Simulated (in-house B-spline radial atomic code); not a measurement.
The numbers below are computed, except where a source is named.
# Correlation energy from the adiabatic connection: −Z exp(−kr)/r, Z = 4.34, k = 0.186

Two electrons in a singlet, external potential −Z exp(−kr)/r, Z = 4.34, k = 0.186 (atomic units). Full CI in B-splines (partial waves to l = 8, correlation up to 0.6 % small) with the density held fixed gives W(λ) = <V_ee>_λ − U, and E_c is the integral of W(λ) − W(0) from 0 to 1.

```csv
λ,W(λ) − W(0) (hartree)
0,0.00000
0.02,-0.00188
0.05,-0.00468
0.12,-0.01116
0.25,-0.02297
0.4,-0.03626
0.6,-0.05343
0.8,-0.07002
1,-0.08604
```

**Question.** Integrate the table by the trapezoid rule.

**Answer.** The strips give -0.00002, -0.00010, -0.00055, -0.00222, -0.00444, -0.00897, -0.01235, -0.01561, which sum to -0.04425 hartree. The direct value, W(1) − W(0) + T_c with T_c = 0.04175, is -0.04429; the curve is convex, so chords lie above it and the trapezoids fall short in size by 0.08 %.

**Question.** Now use only three numbers: W(0) = -2.4841, the initial slope W'(0) = -0.09401 (extrapolated from the first points) and the strong-coupling limit of the point-charge-plus-continuum model, W∞ = -3.5311. What do second-order theory and the interpolation W(λ) = W∞ + (W(0) − W∞)/√(1 + 2χλ) of Seidl, Perdew and Levy give?

**Answer.** Second order keeps the slope alone: E_c = W'(0)/2 = -0.04700, +6 % in size against -0.04429. Matching the slope fixes χ = W'(0)/(W∞ − W(0)) = -0.09401/(-1.04700) = 0.08979. Integrating, with s = √(1 + 2χ) = 1.086085, E_c = −(W(0) − W∞)(s − 1)/(s + 1) = −1.04700 × 0.086085/2.086085 = -0.04321 hartree, -2.4 % in size against the full result. At λ = 1 the formula gives W − W(0) = -0.08299 against -0.08604. Part of the miss can come from the model's W∞.
